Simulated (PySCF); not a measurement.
**Excited states of Mn⁷⁺ (manganese, charge +7)**

Ground state [Ar], ¹S. Calculation: PySCF 2.14, in def2-TZVPPD with one added diffuse shell each of s, p, d, f type (7s7p5d3f1g, 83 functions); the non-relativistic Hamiltonian (point nucleus). Vertical excitation energies in eV without spin-orbit coupling; excited terms of each kind are numbered among those the solver found. Frozen: [Ne].

```json
{"term": "1 3P°", "leading excitation": "3p → d", "EOM-EE-CCSD": "46.233"}
{"term": "1 3F°", "leading excitation": "3p → d", "EOM-EE-CCSD": "48.410"}
{"term": "1 1D°", "leading excitation": "3p → d", "EOM-EE-CCSD": "51.606"}
{"term": "1 3D°", "leading excitation": "3p → d", "EOM-EE-CCSD": "51.848"}
{"term": "1 1F°", "leading excitation": "3p → d", "EOM-EE-CCSD": "52.220"}
{"term": "1 1P°", "leading excitation": "3p → d", "EOM-EE-CCSD": "67.309"}
{"term": "1 3D", "leading excitation": "3s → d", "EOM-EE-CCSD": "81.367"}
{"term": "1 1D", "leading excitation": "3s → d", "EOM-EE-CCSD": "84.045"}
{"term": "2 1D", "leading excitation": "3p → p", "EOM-EE-CCSD": "111.19"}
```

The solver can miss terms.
